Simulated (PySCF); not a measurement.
Be(I)(Me), SMILES [Be]([CH3])[I], PBE0/def2-SVP optimised geometry.

```
6

Be    -0.05     0.15     0.00
I      2.14     0.15     0.00
C     -1.72     0.15     0.01
H     -2.12     0.46     0.98
H     -2.14    -0.85    -0.22
H     -2.13     0.85    -0.75
```

Density from PBE0/def2-TZVP, def2 effective core potentials past Kr (PySCF 2.14.0) at that geometry. The core electrons that the potentials of I replace are not part of the density.

Minimum of the electron density along straight lines between bonded atoms, close to the bond critical point (lines longer than 1.1 times the sum of covalent radii, or with two minima, are not listed):

```csv
bond,length / Å,ρ at the minimum / e bohr⁻³,∇²ρ there / e bohr⁻⁵,position (fraction from the first atom)
Be1–I2,2.183,[?],0.12,0.29
Be1–C3,1.672,[?],[?],0.34
C3–H4,1.104,0.261,-0.83,0.64
C3–H5,1.104,0.261,-0.83,0.64
C3–H6,1.104,0.261,-0.83,0.64
```

Complete the blanks.


- Be1–I2, ρ at the minimum / e bohr⁻³: 0.066
- Be1–C3, ρ at the minimum / e bohr⁻³: 0.102
- Be1–C3, ∇²ρ there / e bohr⁻⁵: 0.35
